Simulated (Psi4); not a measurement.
**Exact exchange and the vertical ionisation energy of SnH2F2**

SnH2F2: 5 atoms, total charge 0, spin state singlet. As SMILES, `[F][SnH2][F]`. The shape is that of a PBE0-D4/def2-TZVP optimisation.

The vertical ionisation energy (to the doublet cation) y, in eV, basis def2-SVP with a core potential; a is the functional's share of exact exchange. Programs: Psi4 1.11.

| functional | program | a | y (eV) |
| --- | --- | --- | --- |
| r2SCAN | Psi4 | 0 | 11.79 |
| revPBE | Psi4 | 0 | 11.42 |
| B3LYP | Psi4 | 0.2 | 12.05 |
| PBE0 | Psi4 | 0.25 | ? |
| BHLYP | Psi4 | 0.5 | 12.60 |

Task: Fit y = c + s·a to the known rows and predict PBE0.

Result: 
1. Means of the 4 rows: a = 0.1750, y = 11.965.
2. Σ(Δa)² = 0.1675, Σ(Δa·Δy) = 0.3345, so the slope is 0.3345/0.1675 = 1.997.
3. Intercept: 11.965 − (1.997) × 0.1750 = 11.616. The largest residual of the fit is 0.20.
4. PBE0: 11.616 + (1.997) × 0.25 = 12.12 eV.

The run gave 12.13 eV, so the prediction is off by -0.01 eV, within the scatter of the fit. The rows mix families of semi-local functionals, which the line can't see. Spin-orbit coupling is left out.
